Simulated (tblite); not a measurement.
Compound: C6H11OS (charge -1).
Structure used (GFN2-xTB), in Å, numbered top down from 1:
```xyz
19
C6H11OS angstrom
C      1.2386   -0.2012    1.5086
C      0.8290   -0.4137    0.2559
O      1.2802   -1.5817   -0.3314
C      1.2661   -1.6649   -1.7375
C     -0.0554    0.4945   -0.5322
S      1.0349    1.5307   -1.5817
C     -0.9697    1.3881    0.3016
C     -2.0046    0.6031    1.1007
H      1.9373   -0.8769    1.9735
H      0.9228    0.6495    2.0801
H      2.0468   -2.3777   -2.0123
H      1.4749   -0.6840   -2.1858
H      0.3010   -2.0357   -2.1089
H     -0.6871   -0.1039   -1.2069
H     -0.3608    2.0026    0.9665
H     -1.4749    2.0677   -0.3906
H     -2.6411    1.2763    1.6761
H     -1.5105   -0.0835    1.7854
H     -2.6371    0.0200    0.4316
```

Calculated harmonic vibrations of the isolated species, GFN2-xTB (tblite), most abundant isotopes, no scaling. The method is semi-empirical: single wavenumbers can be off by several per cent or more. One conformer, not necessarily the lowest.

Harmonic wavenumbers (cm⁻¹): 86.3, 107.7, 133.6, 159.9, 191.2, 208.5, 242.0, 282.9, 342.2, 367.2, 444.5, 500.8, 580.8, 679.5, 726.4, 772.6, 785.4, 852.9, 913.0, 958.9, 1066.6, 1083.2, 1091.1, 1106.0, 1128.7, 1148.0, 1172.8, 1226.8, 1238.7, 1322.8, 1354.7, 1393.0, 1396.3, 1397.9, 1464.8, 1489.4, 1507.4, 1507.7, 1516.8, 1668.0, 2824.7, 2841.2, 2879.6, 2955.0, 2967.8, 2980.9, 2989.6, 3003.8, 3024.2, 3093.4, 3156.2.

A = 1897, B = 1426, C = 1047 MHz; mass 131.053 u (most abundant isotopes); point group C1, symmetry number 1.

Task: Zero-point energy?

Result: Half the sum of the wavenumbers: 34167 cm⁻¹ = 97.69 kcal/mol.

Task: Give the ideal-gas entropy at 298.15 K and 1 bar in the rigid-rotor, harmonic-oscillator model (classical rotation).

Result: Translation 40.55, rotation 29.12, vibration 26.44: S = 96.1 cal/(mol K).

Task: And Cp and H(298.15 K) − H(0)?

Result: Cp = 37.41 cal/(mol K), of which vibrations give 29.46 (their classical limit is 51 R = 101.3); H(298.15 K) − H(0) = 6.78 kcal/mol without the zero-point energy, 4.41 from vibrations.

Task: What must be added to the electronic energy to get the Gibbs energy at 298.15 K and 1 bar?

Result: ZPE + [H(298.15 K) − H(0)] − T·S = 97.69 + 6.78 − 28.66 = 75.81 kcal/mol.

Task: Which modes carry the vibrational entropy at 298.15 K?

Result: 86.3 cm⁻¹: 3.74; 107.7 cm⁻¹: 3.31; 133.6 cm⁻¹: 2.89; 159.9 cm⁻¹: 2.55; 191.2 cm⁻¹: 2.22; 208.5 cm⁻¹: 2.06 cal/(mol K); the other 45 give 9.68 together.

Task: How do the functions run with temperature in this model?

Result: 
```
T (K)  S (cal/(mol K))  Cp (cal/(mol K))  H − H(0) (kcal/mol)  G − H(0) (kcal/mol)  ln q(vib)
  100             67.2              18.5                 1.22                -5.51       1.02
  200             83.2              28.2                 3.57               -13.06       3.40
  300             96.3              37.6                 6.85               -22.05       5.90
  500            119.9              55.3                16.21               -43.72      10.87
  800            150.1              73.2                35.71               -84.35      18.05
 1000            167.3              81.2                51.20              -116.13      22.54
```

q(vib) and H(0) count from the zero-point level.

Hindered rotation and anharmonicity are outside this model. Other conformers, if any are populated, would add a mixing term that is left out. The structure is chiral; the term R ln 2 for an equal mix with its mirror image is left out.
